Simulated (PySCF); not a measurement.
Mg(Cl)(iPr), SMILES C[CH](C)[Mg][Cl] (C3H7ClMg) (PBE0/def2-SVP optimised geometry):

```
12

Mg     0.799    -0.041     0.000
Cl     3.015    -0.041     0.000
C     -1.315    -0.044    -0.020
C     -1.903     1.353     0.177
C     -1.909    -1.042     0.975
H     -1.585    -0.384    -1.040
H     -3.009     1.340     0.117
H     -1.653     1.776     1.165
H     -1.554     2.075    -0.581
H     -1.564    -2.075     0.803
H     -3.015    -1.063     0.918
H     -1.660    -0.788     2.020
```

Computed with PySCF with PBE0/def2-TZVP.

Q: What are the frontier orbital energies and the dipole moment?

A: HOMO-2 -8.45 eV, HOMO-1 -8.45 eV, HOMO -6.63 eV, LUMO -1.15 eV, LUMO+1 -0.19 eV; dipole moment 2.39 D.

On the same geometry PBE/def2-TZVP in PySCF gives HOMO-2 -7.05 eV, HOMO-1 -7.05 eV, HOMO -5.55 eV, LUMO -1.84 eV, LUMO+1 -0.86 eV; dipole moment 2.42 D.

Meta-Löwdin charges at PBE0/def2-TZVP: Mg1 1.30, Cl2 -0.77, C3 -0.54, C4 -0.34, C5 -0.34, H6 0.09, H7 0.10, H8 0.10, H9 0.10, H10 0.10, H11 0.10, H12 0.10.
